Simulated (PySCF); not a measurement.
## Highest orbital energy against ionisation energy along group 13

Calculated with PySCF 2.14, no spin-orbit coupling. Each cell gives −ε(HOMO) / ΔSCF in eV; NIST values include spin-orbit coupling, (s) semi-empirical, (t) theoretical.

```json
{"species": "B+ (aug-cc-pVTZ with one added diffuse shell each of s, p, d, f type, non-relativistic)", "UHF": "23.776 / 23.443", "LDA": "19.403 / 24.547", "PBE": "19.500 / 24.599", "PBE0": "20.789 / 24.556", "r2SCAN": "19.722 / 24.252", "NIST (lowest levels)": "25.155"}
{"species": "Al+ (aug-cc-pV(T+d)Z with one added diffuse shell each of s, p, d, f type, non-relativistic)", "UHF": "17.749 / 17.521", "LDA": "14.882 / 18.883", "PBE": "14.776 / 18.752", "PBE0": "15.731 / 18.649", "r2SCAN": "14.928 / 18.369", "NIST (lowest levels)": "18.829"}
{"species": "Ga+ (aug-cc-pVTZ-PP with one added diffuse shell each of s, d, f type with ECP10MDF, ECP)", "UHF": "19.028 / 18.749", "LDA": "16.597 / 21.103", "PBE": "16.230 / 20.678", "PBE0": "17.144 / 20.365", "r2SCAN": "16.571 / 20.482", "NIST (lowest levels)": "20.515"}
{"species": "In+ (aug-cc-pVTZ-PP with one added diffuse shell each of d, f type with ECP28MDF, ECP)", "UHF": "17.282 / 17.012", "LDA": "15.371 / 19.496", "PBE": "14.980 / 19.048", "PBE0": "15.776 / 18.716", "r2SCAN": "15.192 / 18.795", "NIST (lowest levels)": "18.870"}
{"species": "Tl+ (aug-cc-pVTZ-PP with one added diffuse shell each of d, f type with ECP60MDF, ECP)", "UHF": "18.721 / 18.368", "LDA": "16.677 / 20.985", "PBE": "16.271 / 20.510", "PBE0": "17.132 / 20.193", "r2SCAN": "16.480 / 20.328", "NIST (lowest levels)": "20.428"}
```

Problem. How far is −ε(HOMO) from ΔSCF on average for each method, and why?

Solution. UHF 0.29 eV; LDA -4.42 eV; PBE -4.37 eV; PBE0 -3.18 eV; r2SCAN -3.87 eV. Hartree-Fock orbital energies lack relaxation and so exceed the ΔSCF value; semilocal functionals have convex E(N) from self-interaction, so their HOMO lies far too high; exact exchange moves hybrids part of the way back.
